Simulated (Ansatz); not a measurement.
Ansatz (a quantum-chemistry and plane-wave program) input (B3LYP-D3(BJ)/def2-TZVP):

Ansatz 0.2 input:
```yaml
crystal:
  periodic: [false, false, false]
  atoms:
    - {symbol: Be, position_ang: [-0.01031297, -0.00582203, -0.02149833]}
    - {symbol: Cl, position_ang: [1.27707678, 0.30584406, -1.22795133]}
    - {symbol: Cl, position_ang: [-1.29777545, -0.31772172, 1.18478469]}
basis:
  gaussian:
    orbitals: def2-TZVP
hamiltonian:
  xc: b3lyp
  dispersion: d3bj
total_charge: 1
magnetization: {spin_polarized: true, initial_magnetization: 1}
relax: {f_tol: 0.002, max_steps: 150}
```

Output:

```
Functional definition: B3LYP
integrals: 0.02 GiB planned
667 factors; their error is unknown
mean field: 0.33 GiB planned
mean field evaluation 1: about -25438.7518 eV, gradient 2.0e1 eV
mean field evaluation 2: about -25439.1614 eV, gradient 1.9e1 eV
mean field evaluation 4: about -25440.4533 eV, gradient 7.4e-1 eV
mean field evaluation 8: about -25440.5154 eV, gradient 5.8e-2 eV
mean field evaluation 16: about -25440.5154 eV, gradient 5.4e-5 eV
mean field evaluation 32: about -25440.5154 eV, gradient 8.1e-9 eV
mean field evaluation 64: about -25440.1436 eV, gradient 3.9e0 eV
mean field -25440.51537397 eV, -934.9216957927 hartree, gradient 1.8e-6 eV, S^2 0.758309; 3 other end points of the search recorded, 0 dependent functions left out
the calculation of the forces begins
reference -25440.51558869 eV, -934.9217036837 hartree; 19, 18 occupied and 74, 75 virtual orbitals, 667 factors
relax step   1: F+E_penalty+E_count = -25440.63090107 eV  Δ(F+E_penalty+E_count) = +0.000e0 eV  max|allowed force component| = 6.383e-1 eV/Å  Δτ_max = 0.0000 Å  (282 SCF iters, accepted)
these checks for a lower state are left out or cut short: starts, cluster_reference, orbital_swaps, neighbouring_geometries, increment
integrals: 0.02 GiB planned
667 factors; their error is unknown
mean field: 0.33 GiB planned
mean field evaluation 96: about -25440.5437 eV, gradient 1.4e-8 eV
mean field -25440.54369576 eV, -934.9227365993 hartree, gradient 2.1e-9 eV, S^2 0.758361; 0 other end points of the search recorded, 0 dependent functions left out
the calculation of the forces begins
reference -25440.54391166 eV, -934.9227445337 hartree; 19, 18 occupied and 74, 75 virtual orbitals, 667 factors
relax step   2: F+E_penalty+E_count = -25440.65806939 eV  Δ(F+E_penalty+E_count) = -2.717e-2 eV  max|allowed force component| = 3.556e-1 eV/Å  Δτ_max = 0.0197 Å  (181 SCF iters, accepted)
these checks for a lower state are left out or cut short: starts, cluster_reference, orbital_swaps, neighbouring_geometries, increment
integrals: 0.02 GiB planned
667 factors; their error is unknown
mean field: 0.32 GiB planned
mean field -25440.55847960 eV, -934.9232798956 hartree, gradient 1.1e-9 eV, S^2 0.758425; 0 other end points of the search recorded, 0 dependent functions left out
the calculation of the forces begins
reference -25440.55869708 eV, -934.9232878876 hartree; 19, 18 occupied and 74, 75 virtual orbitals, 667 factors
relax step   3: F+E_penalty+E_count = -25440.67135198 eV  Δ(F+E_penalty+E_count) = -1.328e-2 eV  max|allowed force component| = 2.132e-2 eV/Å  Δτ_max = 0.0258 Å  (183 SCF iters, accepted)
these checks for a lower state are left out or cut short: starts, cluster_reference, orbital_swaps, neighbouring_geometries, increment
integrals: 0.02 GiB planned
667 factors; their error is unknown
mean field: 0.33 GiB planned
mean field evaluation 128: about -25440.5587 eV, gradient 2.5e-5 eV
mean field -25440.55865519 eV, -934.9232863483 hartree, gradient 4.5e-6 eV, S^2 0.758430; 0 other end points of the search recorded, 0 dependent functions left out
the calculation of the forces begins
reference -25440.55887280 eV, -934.9232943453 hartree; 19, 18 occupied and 74, 75 virtual orbitals, 667 factors
relax step   4: F+E_penalty+E_count = -25440.67140045 eV  Δ(F+E_penalty+E_count) = -4.847e-5 eV  max|allowed force component| = 5.375e-3 eV/Å  Δτ_max = 0.0022 Å  (128 SCF iters, accepted)
these checks for a lower state are left out or cut short: starts, cluster_reference, orbital_swaps, neighbouring_geometries, increment
integrals: 0.02 GiB planned
667 factors; their error is unknown
mean field: 0.33 GiB planned
mean field -25440.55863282 eV, -934.9232855263 hartree, gradient 8.9e-7 eV, S^2 0.758429; 0 other end points of the search recorded, 0 dependent functions left out
the calculation of the forces begins
reference -25440.55885041 eV, -934.9232935223 hartree; 19, 18 occupied and 74, 75 virtual orbitals, 667 factors
relax step   5: F+E_penalty+E_count = -25440.67140375 eV  Δ(F+E_penalty+E_count) = -3.307e-6 eV  max|allowed force component| = 2.784e-5 eV/Å  Δτ_max = 0.0004 Å  (177 SCF iters, accepted)
integrals: 0.02 GiB planned
667 factors; their error is unknown
mean field: 0.33 GiB planned
mean field evaluation 160: about -25438.7129 eV, gradient 2.1e1 eV
mean field evaluation 192: about -25440.5586 eV, gradient 2.7e-6 eV
mean field -25440.55863282 eV, -934.9232855263 hartree, gradient 8.9e-7 eV, S^2 0.758429; 4 other end points of the search recorded, 0 dependent functions left out
the calculation of the forces begins
reference -25440.55885041 eV, -934.9232935223 hartree; 19, 18 occupied and 74, 75 virtual orbitals, 667 factors
Total energy: -25440.67162134 eV, -934.9274377775 hartree
Atom 0 at    -0.010327    -0.005873    -0.021537 Å, force    -0.000008    -0.000028    -0.000021 eV/Å
Atom 1 at     1.311029     0.314090    -1.259740 Å, force     0.000005     0.000014     0.000009 eV/Å
Atom 2 at    -1.331713    -0.325917     1.216612 Å, force     0.000003     0.000014     0.000011 eV/Å
Dipole moment:     0.000010     0.000027     0.000018 e Å
```
